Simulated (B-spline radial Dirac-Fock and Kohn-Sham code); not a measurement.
# Elastic and transport cross sections of thulium for electrons

Level of theory: relativistic (Dirac) partial waves in the static field of the Dirac-Fock atom with Furness-McCarthy exchange, without polarisation or absorption potentials; an atomic code on a B-spline grid. σ_tr1 and σ_tr2 weight the cross section with 1 − P₁ and 1 − P₂ of cos θ; "backward" is the share scattered beyond 90°.

```csv
energy (eV),σ (a₀²),σ_tr1 (a₀²),σ_tr2 (a₀²),σ/σ_tr1,backward (%)
509,14.4,3.73,3.97,3.87,11
558,13.8,3.59,3.63,3.84,11
617,13.1,3.41,3.28,3.85,11
668,12.6,3.26,3.02,3.88,11
679,12.5,3.22,2.97,3.89,11
756,11.9,3.00,2.65,3.96,11
794,11.6,2.89,2.52,4.01,11
813,?,?,?,?,?
1000,10.3,2.40,2.00,4.31,11
1080,9.95,2.24,1.87,4.45,10
1420,8.65,1.71,1.48,5.07,8.8
1460,8.53,1.66,1.45,5.14,8.7
1500,8.41,1.61,1.42,5.22,8.5
```

Question: Fill in the row for 813 eV.

Answer: σ = 11.5 a₀², σ_tr1 = 2.84 a₀², σ_tr2 = 2.46 a₀², σ/σ_tr1 = 4.03, backward 11 %. The ratio σ/σ_tr1 is roughly the number of elastic collisions that randomise the direction.

Values without a named source are computed, but for edge energies of neutral atoms, which are taken from tables.
